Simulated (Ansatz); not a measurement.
Cost and result up the ladder for (LiSH)2 ring (Li2H2S2) (6 atoms). The state is a singlet with charge 0. Geometry: PBE-D4/def2-TZVP.

```xyz
6

Li    0.518   -0.638    1.077
S    -1.635   -1.062    0.321
Li   -0.338   -0.042   -1.311
S     1.866    0.191   -0.622
H    -2.228    0.052    0.812
H     1.817    1.499   -0.277
```

Ansatz on 4 threads of Arm Neoverse V2 on a shared host. Times are rough, and most runs start from the orbitals of an earlier one. CAM-B3LYP-D4/def2-TZVP serves as the yardstick here, not as an exact answer. Differences are given only for rows in sets of like size (and for xTB, whose basis is part of the method), since another set adds its own error. Binding counts from free atoms at the same level (Li doublet, S triplet, H doublet; other spins of the atoms weren't run), without zero-point energy or a counterpoise term.

LC-ωPBE has ω = 0.4 bohr⁻¹. Correlated methods freeze 10 core orbitals; core or outer-core shells of Li are correlated, in sets that lack core-valence functions.

Correlated methods converge slowly with the basis.

```json
{"level": "PBE0-D4/def2-TZVP", "functions": "114", "binding energy per atom (eV)": "2.74", "difference from CAM-B3LYP-D4/def2-TZVP (eV)": "-0.03"}
{"level": "CAM-B3LYP-D4/def2-TZVP", "functions": "114", "binding energy per atom (eV)": "2.78", "difference from CAM-B3LYP-D4/def2-TZVP (eV)": "0.00"}
{"level": "r2SCAN0-D4/def2-TZVP", "functions": "114", "binding energy per atom (eV)": "2.75", "difference from CAM-B3LYP-D4/def2-TZVP (eV)": "-0.03"}
{"level": "LC-ωPBE/def2-TZVP", "functions": "114", "binding energy per atom (eV)": "2.71", "difference from CAM-B3LYP-D4/def2-TZVP (eV)": "-0.07"}
{"level": "r2SCAN-D4/def2-TZVP", "functions": "114", "binding energy per atom (eV)": "2.78", "difference from CAM-B3LYP-D4/def2-TZVP (eV)": "0.00"}
{"level": "PBE-D4/def2-TZVP (with forces)", "functions": "114", "binding energy per atom (eV)": "2.78", "difference from CAM-B3LYP-D4/def2-TZVP (eV)": "0.00"}
{"level": "BHLYP-D4/def2-TZVP", "functions": "114", "binding energy per atom (eV)": "2.71", "difference from CAM-B3LYP-D4/def2-TZVP (eV)": "-0.06"}
{"level": "PBE-D4/def2-SVP", "functions": "64", "binding energy per atom (eV)": "2.81", "difference from CAM-B3LYP-D4/def2-TZVP (eV)": "–"}
{"level": "PBE0-D4/def2-SVP", "functions": "64", "binding energy per atom (eV)": "2.77", "difference from CAM-B3LYP-D4/def2-TZVP (eV)": "–"}
{"level": "CCSD(T)/def2-TZVPP", "functions": "150", "binding energy per atom (eV)": "2.71", "difference from CAM-B3LYP-D4/def2-TZVP (eV)": "-0.07"}
{"level": "MP2/def2-TZVP", "functions": "114", "binding energy per atom (eV)": "2.64", "difference from CAM-B3LYP-D4/def2-TZVP (eV)": "-0.13"}
{"level": "r2SCANh-D4/def2-TZVP", "functions": "114", "binding energy per atom (eV)": "2.76", "difference from CAM-B3LYP-D4/def2-TZVP (eV)": "-0.01"}
{"level": "revPBE-D4/def2-TZVP", "functions": "114", "binding energy per atom (eV)": "2.72", "difference from CAM-B3LYP-D4/def2-TZVP (eV)": "-0.06"}
```

Q: Estimate how long each takes.

A: MP2/def2-TZVP 0.4 s; PBE-D4/def2-SVP 0.45 s; PBE0-D4/def2-SVP 0.55 s; revPBE-D4/def2-TZVP 0.75 s; BHLYP-D4/def2-TZVP 0.8 s; PBE0-D4/def2-TZVP 0.9 s; LC-ωPBE/def2-TZVP 0.9 s; CAM-B3LYP-D4/def2-TZVP 0.95 s; PBE-D4/def2-TZVP (with forces) 1.3 s; r2SCAN-D4/def2-TZVP 1.5 s; r2SCANh-D4/def2-TZVP 1.8 s; r2SCAN0-D4/def2-TZVP 1.8 s; CCSD(T)/def2-TZVPP 8 s. On shared hardware such times vary by a factor of up to 3.
